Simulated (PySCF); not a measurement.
Bond stretch in CH (cation, charge +1), singlet.

Method: CCSD(T) on UHF/cc-pVDZ, 1 core orbital frozen (PySCF).

Relative to R = 1.14 Å, what are the energies at R = 0.85, 0.96, 1.08, 1.10 Å?

226.1 kJ/mol at 0.85 Å, 69.9 kJ/mol at 0.96 Å, 6.8 kJ/mol at 1.08 Å, 3.2 kJ/mol at 1.10 Å.

The unrestricted determinant behind UCCSD(T) is spin-contaminated at 0.85 to 4.55 Å (<S²> up to 1.1, against 0.00 for a pure singlet).
